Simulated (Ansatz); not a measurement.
Frontier orbitals of C3H9AlO3, SMILES `C[O][Al]([O]C)[O]C`.

Charge 0, multiplicity 1. Geometry: relaxed with PBE0-D4/def2-TZVP. It is one conformer, not always the lowest. Basis def2-TZVPP, Ansatz.

| functional | HOMO (eV) | LUMO (eV) | gap (eV) |
| --- | --- | --- | --- |
| PBE | -6.34 | -1.05 | 5.29 |
| revPBE | -6.28 | -0.90 | 5.38 |
| PBE0 | -7.89 | -0.16 | 7.73 |
| HSE06 (plane-wave form) | -7.49 | -0.53 | 6.96 |
| BHLYP | -9.40 | 0.61 | 10.01 |
| LC-ωPBE | -10.71 | 2.05 | 12.76 |
| ωB97M-V | -10.31 | 1.40 | 11.71 |

Problem. What is the vertical ionisation energy at frozen-core CCSD(T)/CBS(def2)? (Best estimate.)

Solution. The calculation gave: 10.69 eV (T1 of the cation 0.036).

From PBE to PBE0 the HOMO moves by −1.55 eV and the LUMO by +0.90 eV, and with ωB97M-V by −3.97 and +2.46 eV, so the gap grows from 5.29 to 11.71 eV with exact exchange. A positive LUMO is unbound and depends on the basis. −ε(HOMO) differs from that ionisation energy by −4.35 eV with PBE and −0.39 eV with ωB97M-V.

LC-ωPBE has ω = 0.4 bohr⁻¹.
